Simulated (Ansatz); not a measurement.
Frontier orbitals of CH₆GeO₄, SMILES `C[O][Ge]([OH])([OH])[OH]`.

```json
{"atom": "C1", "x (Å)": "0.706", "y (Å)": "1.653", "z (Å)": "0.730"}
{"atom": "O2", "x (Å)": "1.058", "y (Å)": "0.383", "z (Å)": "0.216"}
{"atom": "Ge3", "x (Å)": "-0.206", "y (Å)": "-0.711", "z (Å)": "-0.309"}
{"atom": "O4", "x (Å)": "0.709", "y (Å)": "-2.109", "z (Å)": "-0.852"}
{"atom": "O5", "x (Å)": "-1.363", "y (Å)": "-1.087", "z (Å)": "0.958"}
{"atom": "O6", "x (Å)": "-1.237", "y (Å)": "-0.027", "z (Å)": "-1.556"}
{"atom": "H7", "x (Å)": "1.631", "y (Å)": "2.172", "z (Å)": "0.983"}
{"atom": "H8", "x (Å)": "0.093", "y (Å)": "1.572", "z (Å)": "1.634"}
{"atom": "H9", "x (Å)": "0.159", "y (Å)": "2.254", "z (Å)": "-0.005"}
{"atom": "H10", "x (Å)": "0.135", "y (Å)": "-2.809", "z (Å)": "-1.173"}
{"atom": "H11", "x (Å)": "-0.944", "y (Å)": "-1.499", "z (Å)": "1.718"}
{"atom": "H12", "x (Å)": "-0.740", "y (Å)": "0.207", "z (Å)": "-2.344"}
```

Total charge 0; spin multiplicity 1. Correlated methods include outer-core shells of Ge, which these sets cover unevenly. Scalar relativity is left out up to krypton. The structure was optimised at the PBE0-D4/def2-TZVP level. It is one conformer, not always the lowest. Basis def2-TZVPP, the Gaussian-basis code of Ansatz.

Orbital energies of one run (eV). Highest occupied ones, from the top: -7.61, -8.15, -8.42, -8.81, -8.87, -9.81, -10.36, -10.94, -11.63, -12.02, -12.74, -12.76, -14.07, -15.52. Empty: -0.41, 1.35, 1.49, 2.17, 2.52, 3.03.

Which functional gave them?
A. r2SCANh
B. PBE0
C. r2SCAN
D. ωB97M-V

A. HOMO energies: r2SCANh -7.61, PBE0 -8.29, r2SCAN -6.99, ωB97M-V -10.73 eV.
